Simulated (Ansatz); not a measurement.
`CSB[SiH3]` and `CSBS` differ in one atom or group.

Ansatz, PBE0-D4/def2-TZVP geometries, multiplicity 1. Each molecule was computed in one conformer, which needn't be the lowest.

| property | `CSB[SiH3]` |
| --- | --- |
| size of the dipole moment (PBE/def2-TZVPP) / D | 2.44 |
| HOMO energy (PBE/def2-TZVPP) / eV | -6.88 |
| HOMO energy (PBE0/def2-TZVPP) / eV | -7.99 |
| ideal-gas entropy at 298 K and 1 bar (rigid rotor, harmonic PBE0-D4/def2-TZVP) / J/(mol·K) | 351 |
| HOMO–LUMO gap (ωB97M-V/def2-TZVPP) / eV | 10.56 |
| LUMO energy (B3LYP/def2-TZVPP) / eV | -1.69 |

**Question.** Give the same properties after the change, and the shifts. (An estimate is asked.)

**Answer.** Ansatz gave: 
| property | `CSBS` | shift |
| --- | --- | --- |
| size of the dipole moment (PBE/def2-TZVPP) / D | 1.62 | -0.82 |
| HOMO energy (PBE/def2-TZVPP) / eV | -5.98 | 0.90 |
| HOMO energy (PBE0/def2-TZVPP) / eV | -7.10 | 0.89 |
| ideal-gas entropy at 298 K and 1 bar (rigid rotor, harmonic PBE0-D4/def2-TZVP) / J/(mol·K) | 333 | -18 |
| HOMO–LUMO gap (ωB97M-V/def2-TZVPP) / eV | 10.31 | -0.25 |
| LUMO energy (B3LYP/def2-TZVPP) / eV | -1.00 | 0.69 |

With PBE0 the HOMO rises by 0.89 eV and the LUMO rises by 0.71 eV, so the gap narrows by about 0.18 eV. PBE moves the HOMO by 0.90 eV and ωB97M-V by 0.95 eV. The zero-point energy changes by -37.6 kJ/mol with -6 modes. Dipoles are sizes alone; their direction can turn. Modes under 60 cm⁻¹, often nearly free rotors, make the harmonic entropy too high.

B3LYP here is the variant with VWN-RPA as its local correlation; programs differ in this.
